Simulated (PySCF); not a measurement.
aniline (C$_{6}$H$_{7}$N), singlet, geometry from GFN2-xTB; MP2/6-31G** run with PySCF.

The PySCF input:
```python
from pyscf import gto, scf, mp

mol = gto.Mole()
mol.atom = '''
    N     2.26898850   -0.34589154    0.26581677
    C     0.91756321   -0.12718200    0.07978234
    C     0.32384857    1.05784892    0.51488921
    C    -1.03918263    1.24264988    0.39414758
    C    -1.83576132    0.25579586   -0.16255361
    C    -1.25309513   -0.92291663   -0.59783701
    C     0.10910245   -1.11615687   -0.48096117
    H     2.68780582   -1.05943881   -0.30846466
    H     2.83930297    0.47425910    0.39407885
    H     0.94292242    1.83040004    0.94949780
    H    -1.48309267    2.16698132    0.73495964
    H    -2.90066566    0.40457570   -0.25771264
    H    -1.86492136   -1.69850304   -1.03570909
    H     0.56087799   -2.03726852   -0.82217146
'''
mol.basis = '6-31g**'
mol.verbose = 4
mol.build()

mf = scf.RHF(mol)
mf.kernel()

pt = mp.MP2(mf)
pt.kernel()
print('E(MP2) = %.10f' % pt.e_tot)
```

Output, abridged:

```
PySCF version 2.14.0

[INPUT] verbose = 4
[INPUT] num. atoms = 14
[INPUT] num. electrons = 50
[INPUT] charge = 0
[INPUT] spin (= nelec alpha-beta = 2S) = 0
[INPUT] symmetry False subgroup None
[INPUT] Mole.unit = angstrom
[INPUT] Symbol           X                Y                Z      unit          X                Y                Z       unit  Magmom
[INPUT]  1 N      2.268988500000  -0.345891540000   0.265816770000 AA    4.287766844788  -0.653640279404   0.502320894617 Bohr   0.0
[INPUT]  2 C      0.917563210000  -0.127182000000   0.079782340000 AA    1.733943168877  -0.240339147974   0.150766772177 Bohr   0.0
[INPUT]  3 C      0.323848570000   1.057848920000   0.514889210000 AA    0.611985103132   1.999044739967   0.972999591394 Bohr   0.0
[INPUT]  4 C     -1.039182630000   1.242649880000   0.394147580000 AA   -1.963770564105   2.348267941924   0.744830978860 Bohr   0.0
[INPUT]  5 C     -1.835761320000   0.255795860000  -0.162553610000 AA   -3.469086124870   0.483384119198  -0.307181803459 Bohr   0.0
[INPUT]  6 C     -1.253095130000  -0.922916630000  -0.597837010000 AA   -2.368006603726  -1.744059666507  -1.129748216029 Bohr   0.0
[INPUT]  7 C      0.109102450000  -1.116156870000  -0.480961170000 AA    0.206173750019  -2.109230796352  -0.908884887850 Bohr   0.0
[INPUT]  8 H      2.687805820000  -1.059438810000  -0.308464660000 AA    5.079216875812  -2.002049196635  -0.582913726507 Bohr   0.0
[INPUT]  9 H      2.839302970000   0.474259100000   0.394078850000 AA    5.365504997964   0.896219811083   0.744701097984 Bohr   0.0
[INPUT] 10 H      0.942922420000   1.830400040000   0.949497800000 AA    1.781865130512   3.458954773993   1.794290797877 Bohr   0.0
[INPUT] 11 H     -1.483092670000   2.166981320000   0.734959640000 AA   -2.802638963650   4.095001211848   1.388872432209 Bohr   0.0
[INPUT] 12 H     -2.900665660000   0.404575700000  -0.257712640000 AA   -5.481463676331   0.764537269654  -0.487006308439 Bohr   0.0
[INPUT] 13 H     -1.864921360000  -1.698503040000  -1.035709090000 AA   -3.524190614251  -3.209705567341  -1.957206524823 Bohr   0.0
[INPUT] 14 H      0.560877990000  -2.037268520000  -0.822171460000 AA    1.059905790397  -3.849879544998  -1.553678886834 Bohr   0.0

nuclear repulsion = 273.219542115169
number of shells = 63
number of NR pGTOs = 238
number of NR cGTOs = 133
basis = 6-31g**
ecp = {}

******** <class 'pyscf.scf.hf.RHF'> ********
method = RHF
initial guess = minao
damping factor = 0
level_shift factor = 0
DIIS = <class 'pyscf.scf.diis.CDIIS'>
diis_start_cycle = 1
diis_space = 8
diis_damp = 0
SCF conv_tol = 1e-09
SCF conv_tol_grad = None
SCF max_cycles = 50
direct_scf = True
direct_scf_tol = 1e-13
Set gradient conv threshold to 3.16228e-05
Initial guess from minao.
init E= -287.84113072673
  HOMO = -0.185272345427367  LUMO = 0.0450573128554721  gap/eV = 6.26759
cycle= 1 E= -285.671423012601  delta_E= 2.17  |g|= 0.451  |ddm|= 3.65
  HOMO = -0.290708663705622  LUMO = 0.144455882472409  gap/eV = 11.84143
cycle= 2 E= -285.740273371883  delta_E= -0.0689  |g|= 0.128  |ddm|= 0.72
  HOMO = -0.278310124040905  LUMO = 0.152900494765809  gap/eV = 11.73384
cycle= 3 E= -285.745120070636  delta_E= -0.00485  |g|= 0.0652  |ddm|= 0.249
  HOMO = -0.282901510992426  LUMO = 0.152525955008738  gap/eV = 11.84858
cycle= 4 E= -285.746303645393  delta_E= -0.00118  |g|= 0.0111  |ddm|= 0.077
  HOMO = -0.283119837849951  LUMO = 0.151996718639693  gap/eV = 11.84012
cycle= 5 E= -285.746347025047  delta_E= -4.34e-05  |g|= 0.00286  |ddm|= 0.0167
  HOMO = -0.283178507048325  LUMO = 0.152088798393216  gap/eV = 11.84423
cycle= 6 E= -285.746352688569  delta_E= -5.66e-06  |g|= 0.00138  |ddm|= 0.00545
  HOMO = -0.283271047562827  LUMO = 0.152095382046755  gap/eV = 11.84692
cycle= 7 E= -285.746353962872  delta_E= -1.27e-06  |g|= 0.000493  |ddm|= 0.00276
  HOMO = -0.283290065928233  LUMO = 0.152102504793272  gap/eV = 11.84764
cycle= 8 E= -285.746354242926  delta_E= -2.8e-07  |g|= 0.000181  |ddm|= 0.00143
  HOMO = -0.283311493376628  LUMO = 0.152100276116715  gap/eV = 11.84816
cycle= 9 E= -285.746354287196  delta_E= -4.43e-08  |g|= 9.91e-05  |ddm|= 0.000504
  HOMO = -0.283309754116037  LUMO = 0.152104829197583  gap/eV = 11.84823
cycle= 10 E= -285.746354299159  delta_E= -1.2e-08  |g|= 2.72e-05  |ddm|= 0.000332
  HOMO = -0.283309377720408  LUMO = 0.152105335855895  gap/eV = 11.84824
cycle= 11 E= -285.74635430016  delta_E= -1e-09  |g|= 7.07e-06  |ddm|= 0.000107
  HOMO = -0.283309103213258  LUMO = 0.15210535342525  gap/eV = 11.84823
cycle= 12 E= -285.7463543002  delta_E= -4.02e-11  |g|= 1.99e-06  |ddm|= 2.19e-05
  HOMO = -0.283308983556395  LUMO = 0.152105498766894  gap/eV = 11.84823
Extra cycle  E= -285.746354300202  delta_E= -1.59e-12  |g|= 8.55e-07  |ddm|= 3.7e-06
converged SCF energy = -285.746354300202

******** <class 'pyscf.mp.mp2.RMP2'> ********
nocc = 25, nmo = 133
E(RMP2) = -286.715763239028  E_corr = -0.969408938826686
E(SCS-RMP2) = -286.690428546245  E_corr = -0.944074246043081
E_corr(same-spin) = -0.252942092941088
E_corr(oppo-spin) = -0.716466845885598
E(MP2) = -286.7157632390
```
